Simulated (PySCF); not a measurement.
Compound: [AuCl4]- (charge -1 and singlet state).
Bonds: Au1–Cl2, Au1–Cl3, Au1–Cl4, Au1–Cl5.

Method: PBE0-D3(BJ)/def2-SVP geometry optimisation, gas phase, def2 core potentials past Kr (PySCF).

**Question.** How far are the bound atoms from Au1?

**Answer.** 4 atoms: Cl4 2.320 Å, Cl2 2.320 Å, Cl3 2.320 Å, Cl5 2.320 Å.

**Question.** List the angles at Au1.

**Answer.** 
| angle | degrees | distance of the outer atoms (Å) |
| --- | --- | --- |
| Cl2–Au1–Cl4 | 179.9 | 4.64 |
| Cl3–Au1–Cl5 | 179.9 | 4.64 |
| Cl2–Au1–Cl5 | 90.0 | 3.28 |
| Cl4–Au1–Cl5 | 90.0 | 3.28 |
| Cl2–Au1–Cl3 | 90.0 | 3.28 |
| Cl3–Au1–Cl4 | 90.0 | 3.28 |

**Question.** What is the shape at Au1?

**Answer.** Square planar: angles from 90.0° to 179.9°; τ4 = (360° − α − β)/141° = 0.00 with α and β the two widest (0 for a square, 1 for a tetrahedron).

**Question.** What are the rotational constants (commonest isotopes, rigid rotor)?

**Answer.** A = 1343, B = 1342, C = 671.3 MHz: an oblate symmetric top.

Point group: D4h (tolerance 0.08 Å). Charge -1, singlet. Not checked by PBE0-D3(BJ)/def2-SVP frequencies.

Time: 40 s; peak memory 0.40 GiB. Hardware: one thread, Arm Neoverse V1 (aarch64), no GPU, on a shared host. These figures are those of the optimisation.
